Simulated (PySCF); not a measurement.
## Dipole moment and polarisability of `C#CC#CC#CC(=O)O`

Compound: C7H2O2.
Geometry (PBE0-D3(BJ)/def2-SVP, Å), atoms numbered from 1 in this order:
```xyz
11
C7H2O2 angstrom
C      2.4258   -3.9712    1.2225
C      1.8150   -2.9675    0.8997
C      1.1318   -1.8462    0.5372
C      0.5158   -0.8376    0.2084
C     -0.1679    0.2780   -0.1585
C     -0.7902    1.2755   -0.4900
C     -1.4675    2.4662   -0.9598
O     -1.1551    3.0625   -1.9564
O     -2.4752    2.8181   -0.1594
H      2.9646   -4.8568    1.5074
H     -2.8686    3.6162   -0.5469
```

Level: CAM-B3LYP/def2-SVPD (PySCF), static field, nuclei fixed, core orbitals frozen in the response. The polarisability tensor in these axes (au):

```
x    98.37 -75.33  20.92
y   -75.33 174.68 -43.62
z    20.92 -43.62  70.03
```

Task: Give the principal values, the mean and the anisotropy Δα = √{½[(α1 − α2)² + (α2 − α3)² + (α1 − α3)²]}.

Result: Principal values 48.84, 59.23 and 235.01 au; mean 114.36 au = 16.95 Å³ = 18.86 × 10⁻⁴⁰ C²·m²/J; Δα = 181.20 au (158 % of the mean).

Task: What is the dipole moment, and where does it point?

Result: (-0.05, -1.54, 1.65) D, 2.26 D in size, pointing from the negative to the positive side. Measured along this direction, the outermost atoms are O8 at the negative end and H10 at the positive end.

Task: How large is μ²/3kT at 298 K beside α?

Result: In Gaussian units μ²/3kT = 41.26 Å³ against 16.95 Å³, a ratio of 2.43; the Debye molar polarisation (4π/3)N_A(α + μ²/3kT) is 146.8 cm³/mol, leaving out the vibrational part.

Task: What are the principal values of the traceless quadrupole moment, Θ = ½Σq(3rr − r²1), about the centre of nuclear charge?

Result: -19.03, -9.30, 28.34 D·Å. The values depend on the origin, since the dipole doesn't vanish. The electronic extent ⟨r²⟩ about the same centre is 2254 bohr², a root-mean-square distance of 3.24 Å for the 60 electrons.

Task: Find the Langevin capture rate constant for NH4+ (18.034 u) meeting this molecule (118.005 u), k = 2.342 × 10⁻⁹ cm³/s × √(α in Å³ / reduced mass in u).

Result: The reduced mass is 15.64 u, so k = 2.44 × 10⁻⁹ cm³/s. The formula leaves out the permanent dipole, which adds to the capture rate.

Isolated species at its PBE0-D3(BJ)/def2-SVP geometry (one conformer only).

These values come from a run that also computed excited states. Rough CPU time on one thread of a shared machine: about 60 s.
